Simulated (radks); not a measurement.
Neutral caesium, 55 electrons, occupied as [Xe] 6s1. All-electron calculation, scalar-relativistic Kohn-Sham, revPBE, spin-polarised, spherical densities, point nucleus; open shells are filled with parallel spins first (spin-orbit coupling, left out, can overturn this in heavy ions). Program: a radial shooting solver on a logarithmic mesh with Libxc functionals.

Local quantities along the radius. ELF = 1/(1 + alpha^2) is the electron localisation function; alpha = (tau - tau_W)/tau_unif compares the Pauli kinetic energy density with that of the uniform gas (summed over spins). tau is taken from the large components.

```
   r/bohr * ELF (the largest magnitude, 1, reaches the edge; | marks zero)
 0.001715 |                                                      *
 0.002343 |                                                      *
 0.003201 |                                                      *
 0.004409 |                                                      *
 0.006023 |                                                      *
 0.008294 |                                                      *
  0.01133 |                                                     *
  0.01548 |                                                    *
  0.02132 |                                            *
  0.02912 |                          *
  0.03979 |                 *
  0.05479 |                            *
  0.07485 |                                        *
   0.1023 |                                   *
   0.1408 |                 *
   0.1924 |                            *
   0.2649 |                                         *
    0.362 |                        *
   0.4945 |              *
    0.681 |                                         *
   0.9303 |                                *
    1.271 |              *
     1.75 |                                    *
    2.391 |                                         *
    3.267 |              *
    4.499 |            *
    6.146 |                                                    *
    8.464 |                                                      *
    11.56 |                                                      *
     15.8 |                                                      *
```

On this mesh the ELF has minima near r = 0.040, 0.14, 0.42, 1.3, 3.8 bohr, which separate the shells, and maxima near 0.075 (0.74), 0.26 (0.76), 0.68 (0.76), 2.0 (0.79).
